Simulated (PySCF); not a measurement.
HBI$_{2}$, singlet, at a GFN2-xTB geometry (core potentials on I); DF-HF/def2-SVPD (PySCF).

PySCF was given this input:
```python
from pyscf import gto, scf

mol = gto.Mole()
mol.atom = '''
    B    -0.69497852   -0.44725074   -0.45477667
    H    -1.55553984   -1.00106165   -1.01790660
    I    -0.40433582    1.59019807   -0.81237401
    I     0.49924964   -1.52911665    0.87448326
'''
mol.basis = 'def2-svpd'
mol.ecp = {'I': 'def2-svpd'}
mol.verbose = 4
mol.max_memory = 1800
mol.build()

mf = scf.RHF(mol)
mf = mf.density_fit(auxbasis='def2-universal-jkfit')
mf.kernel()
```

Output, abridged:

```
PySCF version 2.14.0

[INPUT] verbose = 4
[INPUT] num. atoms = 4
[INPUT] num. electrons = 56
[INPUT] charge = 0
[INPUT] spin (= nelec alpha-beta = 2S) = 0
[INPUT] symmetry False subgroup None
[INPUT] Mole.unit = angstrom
[INPUT] Symbol           X                Y                Z      unit          X                Y                Z       unit  Magmom
[INPUT]  1 B     -0.694978520000  -0.447250740000  -0.454776670000 AA   -1.313319065256  -0.845181407609  -0.859403354142 Bohr   0.0
[INPUT]  2 H     -1.555539840000  -1.001061650000  -1.017906600000 AA   -2.939544273450  -1.891732352305  -1.923564694387 Bohr   0.0
[INPUT]  3 I     -0.404335820000   1.590198070000  -0.812374010000 AA   -0.764083962151   3.005038836112  -1.535164389615 Bohr   0.0
[INPUT]  4 I      0.499249640000  -1.529116650000   0.874483260000 AA    0.943445087388  -2.889611681012   1.652533861917 Bohr   0.0

nuclear repulsion = 165.280706749441
number of shells = 38
number of NR pGTOs = 180
number of NR cGTOs = 98
basis = def2-svpd
ecp = {'I': 'def2-svpd'}

******** <class 'pyscf.df.df_jk.DFRHF'> ********
method = DFRHF
initial guess = minao
damping factor = 0
level_shift factor = 0
DIIS = <class 'pyscf.scf.diis.CDIIS'>
diis_start_cycle = 1
diis_space = 8
diis_damp = 0
SCF conv_tol = 1e-09
SCF conv_tol_grad = None
SCF max_cycles = 50
direct_scf = False
Set gradient conv threshold to 3.16228e-05
Initial guess from minao.
******** <class 'pyscf.df.df.DF'> ********
auxbasis = def2-universal-jkfit
init E= -553.683126721678
  HOMO = -1.22370320799587  LUMO = -0.891679828937365  gap/eV = 9.03482
cycle= 1 E= -616.684337124967  delta_E=  -63  |g|= 3.13  |ddm|= 12.1
  HOMO = -0.123042222448356  LUMO = 0.0177003759615841  gap/eV = 3.82980
cycle= 2 E= -618.190293785188  delta_E= -1.51  |g|= 1.42  |ddm|= 9.43
  HOMO = -0.351031267367061  LUMO = 0.0455511779386415  gap/eV = 10.79156
cycle= 3 E= -618.568630720105  delta_E= -0.378  |g|= 0.24  |ddm|= 2.42
  HOMO = -0.374530554147243  LUMO = 0.00812302774375251  gap/eV = 10.41253
cycle= 4 E= -618.588721875773  delta_E= -0.0201  |g|= 0.0855  |ddm|= 0.442
  HOMO = -0.369466415082987  LUMO = 0.0346662203279822  gap/eV = 10.99701
cycle= 5 E= -618.591957483181  delta_E= -0.00324  |g|= 0.0181  |ddm|= 0.168
  HOMO = -0.370160199592141  LUMO = 0.0353629365398476  gap/eV = 11.03485
cycle= 6 E= -618.592307810143  delta_E= -0.00035  |g|= 0.00532  |ddm|= 0.0646
  HOMO = -0.369778135617257  LUMO = 0.0357975559427004  gap/eV = 11.03628
cycle= 7 E= -618.592337577855  delta_E= -2.98e-05  |g|= 0.00195  |ddm|= 0.0179
  HOMO = -0.369781481312602  LUMO = 0.0359652082786175  gap/eV = 11.04093
cycle= 8 E= -618.592343236798  delta_E= -5.66e-06  |g|= 0.00034  |ddm|= 0.00994
  HOMO = -0.369813405303989  LUMO = 0.035976992313965  gap/eV = 11.04212
cycle= 9 E= -618.592343387656  delta_E= -1.51e-07  |g|= 6.65e-05  |ddm|= 0.0013
  HOMO = -0.369805800007105  LUMO = 0.0359727996112396  gap/eV = 11.04180
cycle= 10 E= -618.592343392218  delta_E= -4.56e-09  |g|= 1.42e-05  |ddm|= 0.000238
  HOMO = -0.369804943843437  LUMO = 0.0359730420466313  gap/eV = 11.04178
cycle= 11 E= -618.59234339244  delta_E= -2.22e-10  |g|= 2.49e-06  |ddm|= 6.27e-05
  HOMO = -0.369804901651248  LUMO = 0.0359732082830755  gap/eV = 11.04178
Extra cycle  E= -618.592343392446  delta_E= -6.48e-12  |g|= 1.04e-06  |ddm|= 8.83e-06
converged SCF energy = -618.592343392446
```
